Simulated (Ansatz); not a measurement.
Molecule: hydrogen telluride, H₂Te (charge 0, singlet). 
Geometry from a B3LYP-D3(BJ)/def2-TZVP (Ansatz, a program for electronic structure) optimisation:
```xyz
3

Te    -0.0007     0.0433     0.0023
H     -1.1604    -1.1450    -0.0483
H      1.1973    -1.1053    -0.0693
```

Basis-set convergence of Hartree-Fock and MP2 correlation energies (hartree) with Ansatz. Valence correlation only, unless marked. No spin-orbit coupling. The frozen core is the preceding noble-gas configuration, with the filled d and f shells of earlier blocks. In def2 rows, elements after Kr have scalar-relativistic effective core potentials.

```tsv
basis	functions	E(HF)	E(corr, MP2)
def2-SVPD	51	-268.14163	-0.11662
def2-TZVPPD	93	-268.15366	-0.14846
def2-QZVPPD	157	-268.15552	-0.16281
```

Extrapolating the two largest sets (X = 3 and 4) as X^-3: E(corr) = (64·(-0.16281) - 27·(-0.14846))/37 = -0.1733 Eh, an estimate of the basis-set limit. The largest set recovers 94.0 % of it, the smallest 67.3 %.
